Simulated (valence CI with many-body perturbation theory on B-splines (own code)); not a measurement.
**Level structure of V16+**

Calculated by valence CI with perturbative core correlation (CI+MBPT): five valence electrons over a frozen Dirac-Fock core [He], radial functions for each j: 9 s, 9 p, 8 d, 6 f, 3 g, 1 h, with the one-electron correlation potential Σ1, the two-electron term Σ2, the three-electron term Σ3, Breit, model QED; selected CI, second order for the rest (own B-spline code, finite nucleus).

No measured levels were compared; by estimate levels of excited configurations hold to 0.05 to 0.15 % of their energy, terms of the ground configuration to about 0.5 %. Among the levels kept, up to 1900 cm⁻¹ of a level comes from second order outside the variational space, and about a tenth of that is noise between levels of different J, which matters for small intervals.

Levels 46 to 82 of 82, with energies above the lowest level, 2s²2p³ ⁴S°_3/2. "Leading %" is the weight of the configuration and term that name the level; weights of strongly mixed levels are sums over their largest components and can fall short. In the jj column 3d3/2^4 stands for four electrons in 3d with j = 3/2. Lifetimes count E1, E2, E3, M1 and M2 decay at the calculated energies, and are blank where another channel may lead or the interval is too uncertain; long ones can be off by a factor of two.

| No. | Configuration | Term | J | E (eV) | Leading % | Lifetime | g | Leading jj |
| --- | --- | --- | --- | --- | --- | --- | --- | --- |
| 46 | 2s²2p²3d | ⁴F | 7/2 | 714.89 | 77 | 7.47 ps | 1.269 | 2s^2 2p1/2 2p3/2 3d5/2 (85 %) |
| 47 | 2s²2p²3d | ²P | 3/2 | 715.26 | 50 | 400 fs | 1.116 | 2s^2 2p1/2 2p3/2 3d3/2 (84 %) |
| 48 | 2s²2p²3d | ⁴D | 1/2 | 716.03 | 81 | 1.14 ps | 0.158 | 2s^2 2p1/2 2p3/2 3d3/2 (97 %) |
| 49 | 2s²2p²3d | ²F | 5/2 | 716.24 | 32 | 481 fs | 1.130 | 2s^2 2p1/2 2p3/2 3d3/2 (65 %) |
| 50 | 2s²2p²3d | ⁴F | 9/2 | 717.84 | 90 | 462 ps | 1.314 | 2s^2 2p1/2 2p3/2 3d5/2 (60 %) |
| 51 | 2s²2p²3d | ⁴D | 3/2 | 718.07 | 52 | 373 fs | 1.255 | 2s^2 2p1/2 2p3/2 3d5/2 (74 %) |
| 52 | 2s²2p²3d | ⁴D | 7/2 | 718.33 | 50 | 77.1 ps | 1.296 | 2s^2 2p1/2 2p3/2 3d3/2 (40 %) |
| 53 | 2s2p³3s | ⁴S° | 3/2 | 718.34 | 76 | 726 fs | 1.931 | 2s 2p1/2 2p3/2^2 3s (40 %) |
| 54 | 2s²2p²3d | ²F | 5/2 | 718.71 | 60 | 268 fs | 1.088 | 2s^2 2p1/2 2p3/2 3d5/2 (84 %) |
| 55 | 2s²2p²3p | ²P° | 1/2 | 720.10 | 93 | 21.9 ps | 0.665 | 2s^2 2p3/2^2 3p1/2 (82 %) |
| 56 | 2s²2p²3p | ²P° | 3/2 | 720.82 | 81 | 13.3 ps | 1.339 | 2s^2 2p3/2^2 3p3/2 (80 %) |
| 57 | 2s²2p²3d | ⁴P | 5/2 | 721.71 | 57 | 110 fs | 1.480 | 2s^2 2p1/2 2p3/2 3d5/2 (37 %) |
| 58 | 2s²2p²3d | ²P | 1/2 | 721.98 | 80 | 218 fs | 0.668 | 2s^2 2p3/2^2 3d5/2 (55 %) |
| 59 | 2s²2p²3d | ⁴P | 3/2 | 722.82 | 80 | 84.6 fs | 1.634 | 2s^2 2p1/2 2p3/2 3d3/2 (50 %) |
| 60 | 2s²2p²3d | ⁴P | 1/2 | 723.46 | 86 | 78.8 fs | 2.455 | 2s^2 2p1/2 2p3/2 3d3/2 (57 %) |
| 61 | 2s²2p²3d | ²F | 7/2 | 724.07 | 59 | 398 fs | 1.194 | 2s^2 2p3/2^2 3d5/2 (62 %) |
| 62 | 2s²2p²3d | ²D | 3/2 | 727.94 | 86 | 150 fs | 0.836 | 2s^2 2p1/2 2p3/2 3d5/2 (66 %) |
| 63 | 2s²2p²3d | ²D | 5/2 | 728.19 | 81 | 87.2 fs | 1.150 | 2s^2 2p1/2 2p3/2 3d5/2 (42 %) |
| 64 | 2s2p³3p | ⁶P | 3/2 | 728.75 | 97 | 46.9 ps | 2.378 | 2s 2p1/2 2p3/2^2 3p1/2 (47 %) |
| 65 | 2s2p³3p | ⁶P | 5/2 | 729.29 | 94 | 9.39 ps | 1.865 | 2s 2p1/2 2p3/2^2 3p1/2 (34 %) |
| 66 | 2s2p³3p | ⁶P | 7/2 | 730.43 | 97 | 21.4 ps | 1.699 | 2s 2p1/2 2p3/2^2 3p3/2 (53 %) |
| 67 | 2s²2p²3d | ²G | 7/2 | 730.94 | 68 | 641 fs | 0.979 | 2s^2 2p3/2^2 3d5/2 (30 %) |
| 68 | 2s²2p²3d | ²G | 9/2 | 732.08 | 91 | 400 ps | 1.127 | 2s^2 2p3/2^2 3d5/2 (60 %) |
| 69 | 2s²2p²3d | ²D | 3/2 | 733.76 | 89 | 99.0 fs | 0.842 | 2s^2 2p3/2^2 3d3/2 (51 %) |
| 70 | 2s²2p²3d | ²D | 5/2 | 734.17 | 56 | 80.6 fs | 1.106 | 2s^2 2p3/2^2 3d3/2 (43 %) |
| 71 | 2s²2p²3d | ²F | 7/2 | 735.84 | 78 | 67.0 fs | 1.105 | 2s^2 2p3/2^2 3d3/2 (62 %) |
| 72 | 2s²2p²3d | ²P | 1/2 | 736.57 | 92 | 123 fs | 0.738 | 2s^2 2p1/2 2p3/2 3d5/2 (40 %) |
| 73 | 2s2p³3p | ⁴P | 5/2 | 737.26 | 89 | 325 fs | 1.570 | 2s 2p1/2 2p3/2^2 3p3/2 (39 %) |
| 74 | 2s2p³3p | ⁴P | 3/2 | 737.41 | 95 | 403 fs | 1.733 | 2s 2p1/2 2p3/2^2 3p3/2 (38 %) |
| 75 | 2s2p³3p | ⁴P | 1/2 | 737.88 | 97 | 424 fs | 2.636 | 2s 2p1/2 2p3/2^2 3p3/2 (59 %) |
| 76 | 2s²2p²3d | ²D | 5/2 | 738.15 | 46 | 86.9 fs | 1.075 | 2s^2 2p3/2^2 3d5/2 (65 %) |
| 77 | 2s²2p²3d | ²P | 3/2 | 739.03 | 88 | 103 fs | 1.320 | 2s^2 2p3/2^2 3d5/2 (61 %) |
| 78 | 2s²2p²3d | ²S | 1/2 | 739.26 | 88 | 139 fs | 1.988 | 2s^2 2p3/2^2 3d3/2 (30 %) |
| 79 | 2s2p³3s | ⁴D° | 3/2 | 739.29 | 90 | 1.10 ps | 1.239 | 2s 2p1/2 2p3/2^2 3s (52 %) |
| 80 | 2s2p³3s | ⁴D° | 5/2 | 739.36 | 88 | 1.09 ps | 1.391 | 2s 2p1/2 2p3/2^2 3s (66 %) |
| 81 | 2s2p³3s | ⁴D° | 1/2 | 739.47 | 93 | 1.08 ps | 0.083 | 2s 2p1/2^2 2p3/2 3s (44 %) |
| 82 | 2s2p³3s | ⁴D° | 7/2 | 740.47 | 98 | 1.04 ps | 1.427 | 2s 2p1/2 2p3/2^2 3s (98 %) |

Names give the largest LS component (configuration and term), which can be under half, so a name can repeat, a term be missing and a line seem to break the LS rules; names also repeat where a configuration has a term twice.

Where two levels of one J and parity lie close, their mixing, g and order are uncertain.
